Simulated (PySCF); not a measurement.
A side-by-side comparison of computed properties.

First species: C6H6P2.
Structure used (GFN2-xTB), in Å, numbered top down from 1:
```xyz
14
C6H6P2 angstrom
C     -3.392    0.712    0.222
C     -2.685   -0.199    0.545
C     -1.814   -1.273    0.938
P      0.031   -0.929    0.747
P     -0.034    0.742   -0.402
C      1.809    1.073   -0.624
C      2.684    0.297    0.211
C      3.400   -0.351    0.920
H     -4.024    1.501   -0.059
H     -1.980   -1.522    1.992
H     -2.032   -2.170    0.347
H      1.960    2.141   -0.433
H      2.037    0.891   -1.681
H      4.038   -0.913    1.534
```

Second species: C2H10NPSi2.
Geometry (GFN2-xTB, Å), atoms numbered from 1 in this order:
```
atom  x, y, z in Å
C1     3.0669    0.2591    0.2391
C2     1.5769    0.2775    0.3394
P3     0.6133   -0.8626   -0.4191
N4    -0.9953   -0.3729   -0.0808
Si5   -2.1383   -1.6585    0.2467
Si6   -1.4893    1.2943    0.0694
H7     3.4055   -0.5818   -0.3612
H8     3.5171    0.1839    1.2305
H9     3.4347    1.1808   -0.2155
H10    1.1459    1.0823    0.9224
H11   -3.3496   -1.3817   -0.5221
H12   -2.4285   -1.6575    1.6828
H13   -1.4906   -2.8996   -0.1651
H14   -2.8694    1.3528   -0.4026
H15   -0.5931    2.0752   -0.7790
H16   -1.4140    1.7177    1.4713
```

Levels: CAM-B3LYP/def2-SVPD for dipole moment, HOMO energy, LUMO energy, HOMO–LUMO gap, static isotropic polarisability and electronic spatial extent ⟨r²⟩ about the centre of nuclear charge; TDDFT CAM-B3LYP/def2-SVPD for lowest singlet excitation; TDA CAM-B3LYP/def2-SVPD for lowest triplet excitation (Tamm–Dancoff); GFN2-xTB for rotational constant A and rotational constant C. Geometries: GFN2-xTB. Each structure is a single optimised conformer of the isolated species, non-relativistic unless stated. Electronic properties by PySCF.

Dipoles, sizes and rotational constants follow the conformer. The torsions of the flexible species, by atom-mapped SMILES:
- `[CH:1]#[C:2][CH2:3]/[P:4]=[P:5]/[CH2:6][C:7]#[CH:8]`: C2–C3–P4–P5 -13°, P4–P5–C6–C7 -11°
- `[CH3:1]/[CH:2]=[P:3]/[N:4]([SiH3:5])[SiH3:6]`: C2–P3–N4–Si5 -141°

```tsv
property	column X	column Y
dipole moment	0.86 D	0.17 D
HOMO energy	-7.60 eV	-8.33 eV
LUMO energy	-0.04 eV	-1.31 eV
HOMO–LUMO gap	7.56 eV	7.02 eV
lowest singlet excitation	4.67 eV	3.37 eV
lowest triplet excitation (Tamm–Dancoff)	2.67 eV	2.14 eV
static isotropic polarisability	110.3 au	117.9 au
electronic spatial extent ⟨r²⟩ about the centre of nuclear charge	1384 bohr²	1563 bohr²
rotational constant A	2.873 GHz	3.358 GHz
rotational constant C	0.871 GHz	0.701 GHz
```

**Question.** Which column belongs to which species?

**Answer.** Column X is the second species and column Y the first. The first has 14 atoms and 72 electrons, the second 16 and 72.

**Question.** How does each property change from the first species to the second?

**Answer.** dipole moment +0.69 D; HOMO energy +0.73 eV; LUMO energy +1.27 eV; HOMO–LUMO gap +0.54 eV; lowest singlet excitation +1.30 eV; lowest triplet excitation (Tamm–Dancoff) +0.53 eV; static isotropic polarisability -7.6 au; electronic spatial extent ⟨r²⟩ about the centre of nuclear charge -179 bohr²; rotational constant A -0.485 GHz; rotational constant C +0.170 GHz.

On the first: The polarisability is 17.47 Å³ as a volume (1 au = 0.148185 Å³), or 1.64 au for each of the 72 electrons. In atomic units the dipole is 0.07 e·bohr (1 au = 2.5417 D).

On the second: No computed singlet falls in the visible range (750 to 380 nm, 1.65 to 3.26 eV); S1 lies 1.41 eV above its blue end. The polarisability is 16.34 Å³ as a volume (1 au = 0.148185 Å³), or 1.53 au for each of the 72 electrons.
